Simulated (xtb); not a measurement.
A run for xtb: GFN2-xTB on BH5P2 (SMILES PBP), a point of a torsion scan.

```
$ xtb mol.xyz --gfn 2 --opt vtight --chrg 0 --uhf 0 --input xcontrol
8

P      1.61973944     0.26314691    -0.10225397
B      0.04195618    -0.78349296     0.13929660
P     -1.33359670    -0.98030261    -1.18902380
H      1.36326711     1.64675406    -0.35611835
H      2.61548201     0.04984904     0.92803015
H      0.08795500    -1.64864670     0.94615380
H     -0.81865481    -0.46225067    -2.42763839
H     -2.53969403    -0.32978104    -0.73935453
$constrain
  force constant=1.0
  dihedral: 4,1,2,3,60.0
$end
```

It printed:

```
[...]
           -------------------------------------------------
          |                Calculation Setup                |
           -------------------------------------------------



           -------------------------------------------------
          |                 G F N 2 - x T B                 |
           -------------------------------------------------

        Reference                      10.1021/acs.jctc.8b01176
      * Hamiltonian:
        H0-scaling (s, p, d)           1.850000    2.230000    2.230000
        zeta-weighting                 0.500000
      * Dispersion:
        s8                             2.700000
        a1                             0.520000
        a2                             5.000000
        s9                             5.000000
      * Repulsion:
        kExp                           1.500000    1.000000
        rExp                           1.000000
      * Coulomb:
        alpha                          2.000000
        third order                    shell-resolved
        anisotropic                    true
        a3                             3.000000
        a5                             4.000000
        cn-shift                       1.200000
        cn-exp                         4.000000
        max-rad                        5.000000


          ...................................................
          :                      SETUP                      :
          :.................................................:
          :  # basis functions                  29          :
          :  # atomic orbitals                  27          :
          :  # shells                           13          :
          :  # electrons                        18          :
          :  max. iterations                   250          :
          :  Hamiltonian                  GFN2-xTB          :
          :  restarted?                      false          :
          :  GBSA solvation                  false          :
          :  PC potential                    false          :
          :  electronic temp.          300.0000000     K    :
          :  accuracy                    1.0000000          :
          :  -> integral cutoff          0.2500000E+02      :
          :  -> integral neglect         0.1000000E-07      :
          :  -> SCF convergence          0.1000000E-05 Eh   :
          :  -> wf. convergence          0.1000000E-03 e    :
          :  Broyden damping             0.4000000          :
          :  net charge                          0          :
          :  unpaired electrons                  0          :
          ...................................................

 iter      E             dE          RMSdq      gap      omega  full diag
   1     -8.4706459 -0.847065E+01  0.809E+00    3.60       0.0  T
   2     -8.3797414  0.909045E-01  0.989E+00    0.93       1.0  T
   3     -8.7682220 -0.388481E+00  0.410E+00    2.18       1.0  T
   4     -8.7829299 -0.147079E-01  0.174E+00    1.81       1.0  T
   5     -8.7854118 -0.248190E-02  0.734E-01    2.14       1.0  T
   6     -8.7877560 -0.234416E-02  0.272E-01    1.99       1.0  T
   7     -8.7878673 -0.111343E-03  0.181E-01    2.05       1.0  T
   8     -8.7879991 -0.131773E-03  0.829E-02    2.03       1.0  T
   9     -8.7880249 -0.257981E-04  0.266E-02    2.02       1.3  T
  10     -8.7880272 -0.231632E-05  0.713E-03    2.02       5.0  T
  11     -8.7880273 -0.108072E-06  0.320E-03    2.02      11.1  T
  12     -8.7880274 -0.550598E-07  0.483E-04    2.02      73.2  T
  13     -8.7880274  0.310781E-09  0.296E-04    2.02     119.3  T

   *** convergence criteria satisfied after 13 iterations ***

         #    Occupation            Energy/Eh            Energy/eV
      -------------------------------------------------------------
         1        2.0000           -0.6511094             -17.7176
       ...           ...                  ...                  ...
         3        2.0000           -0.4990066             -13.5787
         4        2.0000           -0.4811188             -13.0919
         5        2.0000           -0.4732814             -12.8786
         6        2.0000           -0.4417601             -12.0209
         7        2.0000           -0.4259488             -11.5907
         8        2.0000           -0.3738603             -10.1733
         9        2.0000           -0.3512534              -9.5581 (HOMO)
        10                         -0.2770370              -7.5386 (LUMO)
        11                         -0.1761682              -4.7938
        12                         -0.1714597              -4.6657
        13                         -0.1665178              -4.5312
        14                         -0.1384967              -3.7687
       ...                                ...                  ...
        27                          0.8697899              23.6682
      -------------------------------------------------------------
                  HL-Ga
[...]
-----------------------------------------------------------
                  HL-Gap            0.1019921 Eh            2.7753 eV
             Fermi-level           -0.3306138 Eh           -8.9965 eV

 SCC (total)                   0 d,  0 h,  0 min,  0.002 sec
 SCC setup                      ...        0 min,  0.000 sec (  1.367%)
 Dispersion                     ...        0 min,  0.000 sec (  0.450%)
 classical contributions        ...        0 min,  0.000 sec (  0.197%)
 integral evaluation            ...        0 min,  0.001 sec ( 27.795%)
 iterations                     ...        0 min,  0.000 sec ( 21.755%)
 molecular gradient             ...        0 min,  0.001 sec ( 45.461%)
 printout                       ...        0 min,  0.000 sec (  2.696%)

         :::::::::::::::::::::::::::::::::::::::::::::::::::::
         ::                     SUMMARY                     ::
         :::::::::::::::::::::::::::::::::::::::::::::::::::::
         :: total energy              -8.780640758512 Eh    ::
         :: gradient norm              0.000030759754 Eh/a0 ::
         :: HOMO-LUMO gap              2.775346479331 eV    ::
         ::.................................................::
         :: SCC energy                -8.852766571904 Eh    ::
         :: -> isotropic ES            0.021567852028 Eh    ::
         :: -> anisotropic ES          0.001826340012 Eh    ::
         :: -> anisotropic XC          0.003040799016 Eh    ::
         :: -> dispersion             -0.004361940223 Eh    ::
         :: repulsion energy           0.072122012261 Eh    ::
         :: add. restraining           0.000003801131 Eh    ::
         :: total charge               0.000000000000 e     ::
         :::::::::::::::::::::::::::::::::::::::::::::::::::::

           -------------------------------------------------
          |                Property Printout                |
           -------------------------------------------------

    * Orbital Energies and Occupations

         #    Occupation            Energy/Eh            Energy/eV
      -------------------------------------------------------------
         1        2.0000           -0.6584116             -17.9163
         2        2.0000           -0.6545603             -17.8115
         3        2.0000           -0.5070162             -13.7966
         4        2.0000           -0.4785080             -13.0209
         5        2.0000           -0.4681721             -12.7396
         6        2.0000           -0.4476333             -12.1807
         7        2.0000           -0.4391271             -11.9493
         8        2.0000           -0.4018815             -10.9358
         9        2.0000           -0.3816099             -10.3841 (HOMO)
        10                         -0.2796178              -7.6088 (LUMO)
        11                         -0.2003085              -5.4507
        12                         -0.1844190              -5.0183
        13                         -0.1372226              -3.7340
        14                         -0.1325748              -3.6075
        15                         -0.0466533              -1.2695
        16                         -0.0382024              -1.0395
        17                          0.0005168               0.0141
        18                          0.0171158               0.4657
        19                          0.0371783               1.0117
        20                          0.0886437               2.4121
       ...                                ...                  ...
        27                          1.1314077              30.7872
      -------------------------------------------------------------
                  HL-Gap            0.1019921 Eh            2.7753 eV
             Fermi-level           -0.3306138 Eh           -8.9965 eV

     #   Z          covCN         q      C6AA      α(0)
     1  15 P        3.033    -0.194   169.148    23.364
     2   5 B        2.849     0.259    17.428     6.971
     3  15 P        3.033    -0.192   169.063    23.358
     4   1 H        0.977     0.056     2.240     2.339
     5   1 H        0.977     0.051     2.299     2.369
     6   1 H        0.938    -0.091     5.246     3.581
     7   1 H        0.977     0.053     2.275     2.357
     8   1 H        0.977     0.057     2.225     2.331

 Mol. C6AA /au·bohr⁶  :       1477.277053
 Mol. C8AA /au·bohr⁸  :      61791.480745
 Mol. α(0) /au        :         66.669663


Wiberg/Mayer (AO) data.
largest (>0.10) Wiberg bond orders for each atom

 ---------------------------------------------------------------------------
     #   Z sym  total        # sym  WBO       # sym  WBO       # sym  WBO
 ---------------------------------------------------------------------------
     1  15 P    3.087 --     2 B    1.132     5 H    0.946     4 H    0.940
     2   5 B    3.359 --     3 P    1.143     1 P    1.132     6 H    0.955
     3  15 P    3.097 --     2 B    1.143     7 H    0.944     8 H    0.939
     4   1 H    0.997 --     1 P    0.940
     5   1 H    0.997 --     1 P    0.946
     6   1 H    0.992 --     2 B    0.955
     7   1 H    0.997 --     3 P    0.944
     8   1 H    0.997 --     3 P    0.939
 ---------------------------------------------------------------------------

Topologies differ in total number of bonds
Writing topology from bond orders to xtbtopo.mol

molecular dipole:
                 x           y           z       tot (Debye)
 q only:       -0.191       0.341       0.179
   full:       -0.361       0.610       0.449       2.134
molecular quadrupole (traceless):
                xx          xy          yy          xz          yz          zz
 q only:       -0.117       0.090       0.212       0.316      -0.853      -0.095
  q+dip:       -1.327      -0.107       1.021       0.233      -2.666       0.307
   full:       -1.239      -0.248       1.225       0.359      -2.560       0.014

           -------------------------------------------------
          |                Geometry Summary                 |
           -------------------------------------------------

      molecular mass/u    :       77.7982558
   center of mass at/Å    :        0.3062773      -0.5332136      -0.6361005
  moments of inertia/u·Å² :        0.1771510E+02   0.1831289E+03   0.1949871E+03
rotational constants/cm⁻¹ :        0.9515969E+00   0.9205337E-01   0.8645509E-01

 * 7 selected distances

     #   Z          #   Z                                           value/Å
     1  15 P        2   5 B                                       1.8691242 (max)
     2   5 B        3  15 P                                       1.8645757
     1  15 P        4   1 H                                       1.3817118
     1  15 P        5   1 H                                       1.3806676
     2   5 B        6   1 H                                       1.1726968 (min)
     3  15 P        7   1 H                                       1.3821579
     3  15 P        8   1 H                                       1.3795246

 * 3 distinct bonds (by element types)

   Z      Z             #   av. dist./Å        max./Å        min./Å
   1 H    5 B           1     1.1726968     1.1726968     1.1726968
   1 H   15 P           4     1.3810155     1.3821579     1.3795246
   5 B   15 P           2     1.8668500     1.8691242     1.8645757


optimized geometry written to: xtbopt.xyz


           -------------------------------------------------
          | TOTAL ENERGY               -8.780640758512 Eh   |
          | GRADIENT NORM               0.000030759754 Eh/α |
          | HOMO-LUMO GAP               2.775346479331 eV   |
           -------------------------------------------------

------------------------------------------------------------------------
------------------------------------------------------------------------
 total:
Note: The following floating-point exceptions are signalling: IEEE_UNDERFLOW_FLAG IEEE_DENORMAL
normal termination of xtb
 SCF:
 ANC optimizer:
```

The run finished.

Warnings raised: the energy holds the restraint's term.

Cost: about 0.07 core-seconds (a rough figure).
